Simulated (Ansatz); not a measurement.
Cartesian coordinates in Å:
```
C -1.1333 -0.6591 -0.1349
Si 0.2127 0.6335 -0.1805
O 1.3350 0.0537 -1.2358
O 0.9767 0.8055 1.2802
H -1.5593 -0.8029 -1.1296
H -1.9338 -0.3697 0.5483
H -0.7034 -1.6066 0.2046
H 2.1906 0.4867 -1.2327
H 0.6148 1.4589 1.8803
```

The species carries charge 0 and has multiplicity 2.

Q: List the B3LYP/def2-TZVPP orbital energies in eV (the Gaussian-basis code of Ansatz). (Estimate.)

A: Computed: α occupied: -1799.58, -520.62, -520.54, -276.40, -143.95, -99.34, -99.27, -99.22, -27.74, -27.20, -19.17, -15.35, -14.15, -11.67, -11.23, -10.90, -10.55, -9.87, -9.46, -8.95, -5.14. α empty: 0.53, 0.71, 1.31, 2.47, 2.73, 2.92, 3.12, 3.64. β occupied: -1799.50, -520.55, -520.48, -276.34, -143.85, -99.21, -99.17, -99.10, -27.59, -27.04, -19.03, -15.23, -14.09, -11.32, -11.16, -10.71, -10.39, -9.55, -9.24, -8.74. β empty: -2.02, 0.67, 0.89, 1.46, 2.68, 2.89, 3.03, 3.32. ⟨S²⟩ = 0.752.

B3LYP here is the variant with VWN-RPA as its local correlation; programs differ in this.
